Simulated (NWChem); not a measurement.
The numbers come from NWChem runs, not from measurements. System: FIPb, charge 0, spin multiplicity 1, at a geometry optimised with PBE0/def2-SVP with def2 effective core potentials on I, Pb. The structure started from a generated list of species. Level: PBE0/def2-QZVP with def2 effective core potentials on I, Pb.

Output (cleaned and shortened):

```
             Northwest Computational Chemistry Package (NWChem) 7.3.0
             --------------------------------------------------------

                                NWChem Input Module
                                -------------------

 Scaling coordinates for geometry "geometry" by  1.889725989
 (inverse scale =  0.529177249)

 Turning off AUTOSYM since
 SYMMETRY directive was detected!

                             Geometry "geometry" -> ""
                             -------------------------

 Output coordinates in angstroms (scale by  1.889725989 to convert to a.u.)

  No.       Tag          Charge          X              Y              Z
 ---- ---------------- ---------- -------------- -------------- --------------
    1 Pb                  82.0000    -0.73523700    -0.71782900     0.00000000
    2 F                    9.0000     0.62574900    -2.25943400     0.00000000
    3 I                   53.0000     1.03127700     1.49428100     0.00000000

 Effective nuclear repulsion energy (a.u.)    1069.1585190295

            Nuclear Dipole moment (a.u.)
            ----------------------------
        X                 Y               Z
 ---------------- ---------------- ----------------
    -0.0000226767     0.0000170075     0.0000000000

      Symmetry information
      --------------------

 Group name             Cs
 Group number              2
 Group order               2
 No. of unique centers     3

      Symmetry unique atoms

     1    2    3


 Summary of "ao basis" -> "" (spherical)
 ------------------------------------------------------------------------------
       Tag                 Description            Shells   Functions and Types
 ---------------- ------------------------------  ------  ---------------------
 *                         def2-qzvp                  on all atoms

                                 NWChem DFT Module
                                 -----------------

 Summary of "ao basis" -> "ao basis" (spherical)
 ------------------------------------------------------------------------------
       Tag                 Description            Shells   Functions and Types
 ---------------- ------------------------------  ------  ---------------------
 Pb                        def2-qzvp                22       82   7s6p4d4f1g
 F                         def2-qzvp                17       57   7s4p3d2f1g
 I                         def2-qzvp                22       82   7s6p4d4f1g

 Summary of "ao basis" -> "ao basis" (spherical)
 ------------------------------------------------------------------------------
       Tag                 Description            Shells   Functions and Types
 ---------------- ------------------------------  ------  ---------------------
 Pb                        def2-qzvp                22       82   7s6p4d4f1g
 F                         def2-qzvp                17       57   7s4p3d2f1g
 I                         def2-qzvp                22       82   7s6p4d4f1g

      Symmetry analysis of basis
      --------------------------

        a'        141
        a"         80

            General Information
            -------------------
          SCF calculation type: DFT
          Wavefunction type:  closed shell.
          No. of atoms     :     3
          No. of electrons :    56
           Alpha electrons :    28
            Beta electrons :    28
          Charge           :     0
          Spin multiplicity:     1
          Use of symmetry is: on ; symmetry adaption is: on
          Maximum number of iterations: 100
          AO basis - number of functions:   221
                     number of shells:    61
          Convergence on energy requested:  1.00D-06
          Convergence on density requested:  1.00D-05
          Convergence on gradient requested:  5.00D-04

              XC Information
              --------------
                         PBE0 Method XC Functional
                     Hartree-Fock (Exact) Exchange  0.250
          PerdewBurkeErnzerhof Exchange Functional  0.750
            Perdew 1991 LDA Correlation Functional  1.000 local
           PerdewBurkeErnz. Correlation Functional  1.000 non-local

             Grid Information
             ----------------
[...]
    21 a'         22 a'         23 a'         24 a"         25 a'
    26 a"         27 a'         28 a'         29 a'         30 a"
    31 a'         32 a'         33 a"         34 a'         35 a'
    36 a'         37 a'         38 a"

------------------------------------------------------------
EAF file 0: "./mol.aoints.0" size=524288 bytes
------------------------------------------------------------
               write      read    awrite     aread      wait
               -----      ----    ------     -----      ----
     calls:        1         0         0         0         0
   data(b): 5.24e+05  0.00e+00  0.00e+00  0.00e+00
   time(s): 0.00e+00  0.00e+00  0.00e+00  0.00e+00  0.00e+00
rate(mb/s): 0.00e+00  0.00e+00
------------------------------------------------------------

   convergence    iter        energy       DeltaE   RMS-Dens  Diis-err    time
 ---------------- ----- ----------------- --------- --------- ---------  ------
 d= 0,ls=0.0,diis     1   -590.3138342684 -7.76D+02  9.51D-02  1.94D+00    20.9
 d= 0,ls=0.0,diis     2   -589.2248576831  1.09D+00  5.36D-03  1.34D+01    25.3
 d= 0,ls=0.0,diis     3   -590.4755723155 -1.25D+00  2.28D-03  1.79D-01    29.8
 d= 0,ls=0.0,diis     4   -590.4755556221  1.67D-05  1.24D-03  1.71D-01    34.3
 d= 0,ls=0.0,diis     5   -590.4978446052 -2.23D-02  1.62D-04  1.65D-03    38.7
  Resetting Diis
 d= 0,ls=0.0,diis     6   -590.4979608055 -1.16D-04  4.90D-05  3.02D-04    43.0
 d= 0,ls=0.0,diis     7   -590.4979887261 -2.79D-05  2.81D-05  3.41D-05    47.3
 d= 0,ls=0.0,diis     8   -590.4979838440  4.88D-06  1.53D-05  1.04D-04    51.6
 d= 0,ls=0.0,diis     9   -590.4979916743 -7.83D-06  2.56D-06  2.06D-06    55.9
 d= 0,ls=0.0,diis    10   -590.4979917943 -1.20D-07  9.86D-07  2.28D-07    60.3

         Total DFT energy =     -590.497991794320
      One electron energy =    -1364.455699461797
           Coulomb energy =      637.366017090136
    Exchange-Corr. energy =      -48.706335000497
 Nuclear repulsion energy =      185.298025577838

 Numeric. integr. density =       55.999994122417

     Total iterative time =     55.5s

                  Occupations of the irreducible representations
                  ----------------------------------------------

                     irrep           alpha         beta
                     --------     --------     --------
                     a'               20.0         20.0
                     a"                8.0          8.0

                       DFT Final Molecular Orbital Analysis
                       ------------------------------------

 Vector   26  Occ=2.000000D+00  E=-2.901653D-01  Symmetry=a'
              MO Center=  3.6D-01,  5.9D-01, -7.4D-15, r^2= 4.7D+00
   Bfn.  Coefficient  Atom+Function         Bfn.  Coefficient  Atom+Function
  ----- ------------  ---------------      ----- ------------  ---------------
   160      0.379021  3 I  py               157      0.310919  3 I  py
   148     -0.240258  3 I  py                 6      0.207892  1 Pb s
    17     -0.195441  1 Pb px                 5      0.185454  1 Pb s
   159      0.181413  3 I  px                 3     -0.176729  1 Pb s
   156      0.148909  3 I  px                 8      0.145230  1 Pb px

 Vector   27  Occ=2.000000D+00  E=-2.811228D-01  Symmetry=a"
              MO Center=  9.0D-01,  1.3D+00, -3.0D-13, r^2= 2.4D+00
   Bfn.  Coefficient  Atom+Function         Bfn.  Coefficient  Atom+Function
  ----- ------------  ---------------      ----- ------------  ---------------
   161      0.479729  3 I  pz               158      0.403044  3 I  pz
   149     -0.307989  3 I  pz               164      0.178105  3 I  pz
    19      0.087306  1 Pb pz               152     -0.084654  3 I  pz
    22      0.076555  1 Pb pz                10     -0.064739  1 Pb pz
   155      0.049563  3 I  pz                27     -0.046086  1 Pb d -1

 Vector   28  Occ=2.000000D+00  E=-2.744948D-01  Symmetry=a'
              MO Center=  9.4D-01,  1.3D+00,  1.4D-15, r^2= 2.6D+00
   Bfn.  Coefficient  Atom+Function         Bfn.  Coefficient  Atom+Function
  ----- ------------  ---------------      ----- ------------  ---------------
   159      0.423501  3 I  px               156      0.355489  3 I  px
   147     -0.270986  3 I  px               160     -0.242730  3 I  py
   157     -0.209092  3 I  py               162      0.161034  3 I  px
   148      0.157318  3 I  py               163     -0.085498  3 I  py
     6      0.080161  1 Pb s                150     -0.074642  3 I  px

 Vector   29  Occ=0.000000D+00  E=-1.148128D-01  Symmetry=a"
              MO Center= -6.9D-01, -5.5D-01, -9.3D-13, r^2= 4.2D+00
   Bfn.  Coefficient  Atom+Function         Bfn.  Coefficient  Atom+Function
  ----- ------------  ---------------      ----- ------------  ---------------
    22      0.485341  1 Pb pz                19      0.400672  1 Pb pz
    10     -0.298082  1 Pb pz                25      0.216863  1 Pb pz
   158     -0.137832  3 I  pz               161     -0.138513  3 I  pz
   164     -0.126968  3 I  pz               149      0.093599  3 I  pz
    92     -0.083608  2 F  pz                16      0.078638  1 Pb pz

 Vector   30  Occ=0.000000D+00  E=-5.072053D-02  Symmetry=a'
              MO Center= -7.0D-01, -3.2D-01, -4.7D-14, r^2= 7.1D+00
   Bfn.  Coefficient  Atom+Function         Bfn.  Coefficient  Atom+Function
  ----- ------------  ---------------      ----- ------------  ---------------
   146      0.533389  3 I  s                 23     -0.454273  1 Pb px
     6     -0.437883  1 Pb s                 20     -0.413231  1 Pb px
   163     -0.404907  3 I  py                21     -0.376417  1 Pb py
    17     -0.268262  1 Pb px               162     -0.247550  3 I  px
   144      0.240365  3 I  s                 24     -0.231073  1 Pb py

 Vector   31  Occ=0.000000D+00  E=-3.809511D-02  Symmetry=a'
              MO Center= -9.0D-01, -5.6D-01, -1.9D-14, r^2= 5.9D+00
   Bfn.  Coefficient  Atom+Function         Bfn.  Coefficient  Atom+Function
  ----- ------------  ---------------      ----- ------------  ---------------
    24      0.531499  1 Pb py                18      0.286572  1 Pb py
    21      0.276884  1 Pb py                23     -0.247002  1 Pb px
   146     -0.223111  3 I  s                  7      0.216851  1 Pb s
   162      0.216334  3 I  px                 9     -0.200954  1 Pb py
    17     -0.147247  1 Pb px                41     -0.145000  1 Pb d -2

 center of mass
 --------------
 x =  -0.05422538 y =  -0.01384369 z =   0.00000000

 moments of inertia (a.u.)
 ------------------
        1740.848584652118        -994.132265361061           0.000000000000
        -994.132265361061         908.967870016631           0.000000000000
           0.000000000000           0.000000000000        2649.816454668749

     Multipole analysis of the density
     ---------------------------------

     L   x y z        total         alpha         beta         nuclear
     -   - - -        -----         -----         ----         -------
     0   0 0 0     -0.000000    -28.000000    -28.000000     56.000000

     1   1 0 0     -1.720658    -15.258578    -15.258578     28.796499
     1   0 1 0      0.023222     -1.150458     -1.150458      2.324138
     1   0 0 1     -0.000000     -0.000000     -0.000000      0.000000

     2   2 0 0    -43.076596    -96.539538    -96.539538    150.002479
     2   1 1 0      3.297867    -65.151273    -65.151273    133.600413
     2   1 0 1     -0.000000     -0.000000     -0.000000      0.000000
     2   0 2 0    -50.505773   -227.202639   -227.202639    403.899505
     2   0 1 1     -0.000000     -0.000000     -0.000000      0.000000
     2   0 0 2    -41.584743    -20.792371    -20.792371      0.000000

 Task  times  cpu:       60.3s     wall:       60.3s

 Total times  cpu:       60.3s     wall:       60.3s
```

### Question
Write an NWChem input that would produce this output.

### Answer
One answer among several that fit: 
```
start mol
memory heap 200 mb stack 900 mb global 1100 mb
geometry units angstroms nocenter noautoz
  Pb    -0.735237    -0.717829     0.000000
  F      0.625749    -2.259434     0.000000
  I      1.031277     1.494281     0.000000
  symmetry group Cs
end
basis spherical
  * library def2-qzvp
end
ecp
  I library def2-ecp
  Pb library def2-ecp
end
dft
  xc pbe0
  semidirect memsize 60000000 filesize 0
  iterations 100
end
task dft energy
```
